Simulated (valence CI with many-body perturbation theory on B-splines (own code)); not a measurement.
**E1 transitions of Co22+**

Calculated by relativistic CI+MBPT: three valence electrons over a frozen Dirac-Fock core [He], a basis of 11 s, 11 p, 9 d, 7 f, 5 g, 2 h, 1 i functions for each j, with the one-electron correlation potential Σ1, the two-electron term Σ2, the three-electron term Σ3, Breit, model QED; selected CI, second order for the rest (own B-spline code, finite nucleus).

No measured levels were compared; by estimate levels of excited configurations hold to 0.05 to 0.15 % of their energy, terms of the ground configuration to about 0.5 %.

Lines 51 to 100 of 256 in falling wavelength, among levels below 1275.9 eV, chosen from the strongest by gf and those to the six lowest levels. Wavelengths and rates use the calculated energies, so an error of 800 cm⁻¹ moves a line at 142.0 Å by 0.11 % and its rate by three times that or more. Electric multipoles are in the length gauge, E1 and E2 with the static RPA response of the core. Weak lines are less certain than strong ones. Lines between different terms over intervals too small for the method are left out, as are lines whose strength nearly cancels. The highest levels of a list are the least certain.

Names give the largest LS component (configuration and term), which can be under half, so a name can repeat, a term be missing and a line seem to break the LS rules; names also repeat where a configuration has a term twice. Letters in brackets count levels of one name in rising energy.

| λ vac (Å) | Upper | Lower | A (s⁻¹) | S (a.u.) with core polarisation | S without |
| --- | --- | --- | --- | --- | --- |
| 142.0 | 2p3 2D°_5/2 | 2s.2p2 2D_5/2 | 1.29e+10 | 1.09e-01 | 1.10e-01 |
| 136.1 | 2p3 2D°_5/2 | 2s.2p2 2D_3/2 | 4.06e+09 | 3.03e-02 | 3.04e-02 |
| 133.4 | 2p2.3p 4D°_7/2 | 2s.2p.3p 4D_5/2 | 5.53e+09 | 5.18e-02 | 5.19e-02 |
| 128.4 | 2p3 4S°_3/2 | 2s.2p2 4P_5/2 | 1.98e+10 | 8.28e-02 | 8.31e-02 |
| 128.1 | 2p2.3s 4P_5/2 | 2s.2p.3s 4P°_3/2 | 7.29e+09 | 4.53e-02 | 4.55e-02 |
| 127.3 | 2s.2p.3d 2F°_7/2 [b] | 2s2.3d 2D_5/2 | 1.27e+10 | 1.04e-01 | 1.04e-01 |
| 127.3 | 2p2.3s 2D_3/2 | 2s.2p.3s 2P°_3/2 [a] | 1.24e+10 | 5.05e-02 | 5.06e-02 |
| 126.8 | 2s.2p2 2D_3/2 | 2s2.2p 2P°_1/2 | 1.24e+10 | 5.00e-02 | 5.01e-02 |
| 125.1 | 2s.2p.3d 2F°_5/2 [c] | 2s2.3d 2D_3/2 | 1.30e+10 | 7.52e-02 | 7.55e-02 |
| 124.3 | 2s.2p.3p 2D_5/2 [b] | 2s2.3p 2P°_3/2 | 1.73e+10 | 9.86e-02 | 9.90e-02 |
| 123.5 | 2s.2p.3d 2D°_3/2 [b] | 2s2.3d 2D_3/2 | 2.16e+10 | 8.03e-02 | 8.05e-02 |
| 122.9 | 2s.2p.3d 2D°_5/2 | 2s2.3d 2D_5/2 | 2.33e+10 | 1.28e-01 | 1.29e-01 |
| 122.8 | 2s.2p.3p 2P_1/2 [b] | 2s2.3p 2P°_1/2 | 2.27e+10 | 4.14e-02 | 4.16e-02 |
| 122.4 | 2s.2p.3p 2P_3/2 [b] | 2s2.3p 2P°_3/2 | 2.22e+10 | 8.03e-02 | 8.06e-02 |
| 122.3 | 2s.2p.3s 2P°_1/2 [b] | 2s2.3s 2S_1/2 | 2.38e+10 | 4.31e-02 | 4.32e-02 |
| 122.0 | 2s.2p.3s 2P°_3/2 [b] | 2s2.3s 2S_1/2 | 2.02e+10 | 7.25e-02 | 7.28e-02 |
| 121.9 | 2s.2p.3p 2D_3/2 [b] | 2s2.3p 2P°_1/2 | 1.90e+10 | 6.81e-02 | 6.84e-02 |
| 119.6 | 2s.2p.3d 2P°_3/2 [b] | 2s2.3d 2D_5/2 | 2.07e+10 | 6.98e-02 | 7.00e-02 |
| 119.1 | 2p3 4S°_3/2 | 2s.2p2 4P_3/2 | 1.52e+10 | 5.07e-02 | 5.09e-02 |
| 118.4 | 2s.2p.3d 2P°_1/2 [b] | 2s2.3d 2D_3/2 | 2.78e+10 | 4.56e-02 | 4.58e-02 |
| 113.1 | 2p3 2P°_1/2 | 2s.2p2 2D_3/2 | 3.07e+10 | 4.39e-02 | 4.41e-02 |
| 110.6 | 2s.2p2 2P_1/2 | 2s2.2p 2P°_1/2 | 4.17e+10 | 5.57e-02 | 5.59e-02 |
| 110.2 | 2p3 4S°_3/2 | 2s.2p2 4P_1/2 | 1.12e+10 | 2.96e-02 | 2.97e-02 |
| 109.7 | 2s.2p2 2S_1/2 | 2s2.2p 2P°_3/2 | 3.63e+10 | 4.73e-02 | 4.75e-02 |
| 108.0 | 2s.2p2 2P_3/2 | 2s2.2p 2P°_3/2 | 4.81e+10 | 1.20e-01 | 1.20e-01 |
| 107.9 | 2p3 2P°_3/2 | 2s.2p2 2D_5/2 | 1.43e+10 | 3.56e-02 | 3.57e-02 |
| 104.4 | 2p3 2P°_3/2 | 2s.2p2 2D_3/2 | 5.12e+09 | 1.15e-02 | 1.16e-02 |
| 103.7 | 2p3 2D°_5/2 | 2s.2p2 4P_5/2 | 2.68e+09 | 8.85e-03 | 8.88e-03 |
| 101.2 | 2p3 2D°_3/2 | 2s.2p2 4P_3/2 | 3.43e+09 | 7.02e-03 | 7.04e-03 |
| 93.87 | 2s.2p2 2P_3/2 | 2s2.2p 2P°_1/2 | 6.36e+09 | 1.04e-02 | 1.04e-02 |
| 12.12 | 2s2.3p 2P°_1/2 | 2s.2p2 2D_3/2 | 1.93e+11 | 3.39e-04 | 3.38e-04 |
| 11.80 | 2p2.3s 2D_3/2 | 2p3 2P°_3/2 | 2.53e+12 | 8.19e-03 | 8.16e-03 |
| 11.70 | 2s.2p.3s 2P°_1/2 [a] | 2s.2p2 2D_3/2 | 1.71e+12 | 2.71e-03 | 2.69e-03 |
| 11.67 | 2p2.3s 2P_1/2 | 2p3 2D°_3/2 | 2.78e+12 | 4.36e-03 | 4.34e-03 |
| 11.67 | 2p2.3s 2P_3/2 | 2p3 2D°_5/2 | 1.85e+12 | 5.80e-03 | 5.77e-03 |
| 11.62 | 2s.2p.3s 2P°_3/2 [b] | 2s.2p2 2P_3/2 | 1.31e+12 | 4.07e-03 | 4.05e-03 |
| 11.60 | 2s.2p.3s 2P°_3/2 [a] | 2s.2p2 2D_5/2 | 2.18e+12 | 6.73e-03 | 6.70e-03 |
| 11.56 | 2s.2p.3s 2P°_3/2 [a] | 2s.2p2 2D_3/2 | 1.59e+11 | 4.85e-04 | 4.83e-04 |
| 11.55 | 2p2.3s 4P_3/2 | 2p3 4S°_3/2 | 1.66e+12 | 5.05e-03 | 5.03e-03 |
| 11.52 | 2p2.3s 2D_5/2 | 2p3 2D°_5/2 | 2.06e+12 | 9.32e-03 | 9.29e-03 |
| 11.49 | 2s.2p.3s 4P°_3/2 | 2s.2p2 4P_5/2 | 1.66e+12 | 4.98e-03 | 4.96e-03 |
| 11.49 | 2p2.3s 4P_5/2 | 2p3 4S°_3/2 | 1.94e+12 | 8.71e-03 | 8.68e-03 |
| 11.48 | 2s2.3s 2S_1/2 | 2s2.2p 2P°_3/2 | 2.20e+12 | 3.28e-03 | 3.26e-03 |
| 11.47 | 2p2.3s 2D_5/2 | 2p3 2D°_3/2 | 8.76e+11 | 3.92e-03 | 3.91e-03 |
| 11.46 | 2s.2p.3s 4P°_1/2 | 2s.2p2 4P_3/2 | 2.80e+12 | 4.15e-03 | 4.13e-03 |
| 11.45 | 2s.2p.3d 2F°_5/2 [b] | 2s.2p2 2P_3/2 | 1.43e+12 | 6.37e-03 | 6.38e-03 |
| 11.41 | 2s.2p.3s 4P°_3/2 | 2s.2p2 4P_3/2 | 3.81e+11 | 1.12e-03 | 1.11e-03 |
| 11.41 | 2s.2p.3s 2P°_3/2 [b] | 2s.2p2 2P_1/2 | 2.44e+12 | 7.14e-03 | 7.13e-03 |
| 11.40 | 2s.2p.3d 2P°_3/2 [a] | 2s.2p2 2P_3/2 | 2.71e+12 | 7.93e-03 | 7.95e-03 |
| 11.38 | 2s.2p.3d 2P°_3/2 [a] | 2s.2p2 2S_1/2 | 5.38e+12 | 1.57e-02 | 1.57e-02 |
